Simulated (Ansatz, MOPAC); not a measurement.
Molecule: SbF2, charge 1, multiplicity 1. SMILES: [F][Sb+][F]
Geometry from a B3LYP-D3(BJ)/def2-TZVP (Ansatz, a program for electronic structure) optimisation:
```xyz
3

Sb     0.2838     0.1166     0.1006
F     -0.9193     0.7170    -1.1729
F     -0.6886    -1.3775     0.6028
```
Charge +1, spin multiplicity 1.

Wanted: vertical electron affinity to the doublet, in eV. Set-up: PM7 with its own dispersion and hydrogen-bond terms; each state is the SCF solution reached for its charge and spin; no spin-orbit coupling; STO-3G and 3-21G all-electron and non-relativistic; def2 sets with scalar-relativistic core potentials past Kr; open shells spin-unrestricted; dispersion terms only where a functional's name holds one. Ab initio and DFT rows: single points at B3LYP-D3(BJ) geometries (Ansatz). Semi-empirical rows: differences of heats of formation at the shared geometry for vertical values. Anions need diffuse functions, which STO-3G, LANL2DZ, def2-SVP, cc-pVDZ and Pople sets without + lack. The spin state of an ion or metal species was assumed, not searched.

```tsv
species	coefficient	E at B3LYP/STO-3G (Ansatz), Eh	E at wB97X-V/def2-TZVPD (Ansatz), Eh	heat of formation at PM7 (MOPAC), kcal/mol
charge 0, doublet	-1	-6450.15443	-439.98526	-88.90
charge 1, singlet	+1	-6449.96036	-439.67162	107.21
```

 1 Eh = 27.2114 eV and 1 eV = 23.0605 kcal/mol.

Question: Work the quantity out at each level.

Answer: 
- B3LYP/STO-3G: the sum of coefficient times E is 0.19407 Eh, or 5.281 eV. Result: 5.28 eV.
- wB97X-V/def2-TZVPD: the sum of coefficient times E is 0.31364 Eh, or 8.535 eV. Result: 8.53 eV.
- PM7: the sum of coefficient times heat of formation is 196.11 kcal/mol, or 8.50 eV.
